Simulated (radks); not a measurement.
Spherical quantum dot in the effective-mass picture: electrons in a parabolic well V = omega^2 r^2 / 2 with omega = 1.09, all in effective atomic units (hartree* = m*/eps^2 hartree, bohr* = eps/m* bohr), one dielectric constant everywhere. Method: non-relativistic Kohn-Sham, PBE, spin-polarised, spherical densities; computed with a radial shooting solver with Libxc functionals. Levels are named by radial order and angular momentum (1s, 1p, 1d, 2s, ...), and open shells are averaged over m.

N = 18, configuration 1s2 1p6 1d10. This is the lowest configuration that the search found. Occupied and some empty levels:

level,occupation,eigenvalue (hartree*),<r> (bohr*)
1s,2,10.138,1.531
1p,6,10.687,1.938
1d,10,11.295,2.219
2s,0,11.402,1.930
1f,0,11.961,2.441
2p,0,12.150,2.173

Energy (hartree*): total 128.823, kinetic 17.308, external 48.891, Hartree 71.067, exchange-correlation -8.4433.
